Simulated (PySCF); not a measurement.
**Pb(OH)3 at several levels of theory**

All levels use the PBE0 minimum (doublet; O–H 0.968 Å (×3), Pb–O 2.131 Å (×3); H–O–Pb 108.8° (×3), O–Pb–O 104.7° (×3)), basis [Pb def2-SVP with ECP60, O def2-SVP, H def2-SVP], scalar-relativistic core potentials, density fitting, no spin–orbit coupling, PySCF. For vertical energies the ionised species is a singlet (spins chosen at PBE0 and kept) and the electron-attached one a singlet. Atomisation goes to high-spin ground-configuration atoms, without zero-point energy. Open shells are unrestricted, also as the reference of the correlated levels. A dash marks a value that was not computed or is not defined at that level.

| level | atomisation (kJ/mol) | vertical IP (eV) | vertical EA (eV) | −ε(HOMO) (eV) | dipole (D) |
| --- | --- | --- | --- | --- | --- |
| PBE0 | 2052 | 9.50 | 2.40 | 7.30 | 1.72 |
| HF | 1128 | 9.80 | 2.10 | 10.71 | 2.56 |
| MP2 | – | 8.78 | 2.35 | – | – |
| PBE | 2212 | 9.02 | 2.07 | 5.85 | 1.29 |
| B3LYP | 2086 | 9.44 | 2.39 | 7.02 | 1.60 |
| r2SCAN | – | 9.34 | 2.25 | 6.31 | 1.51 |
| TPSSh | 2072 | 9.24 | 2.21 | 6.52 | 1.53 |
| wB97X | 2084 | 9.66 | 2.58 | 9.44 | 1.90 |
| MN15 | – | 9.62 | 2.59 | 7.95 | 1.72 |

Without diffuse functions attachment energies tend to come out too low.

No spin–orbit coupling is included, which matters more the heavier the element.
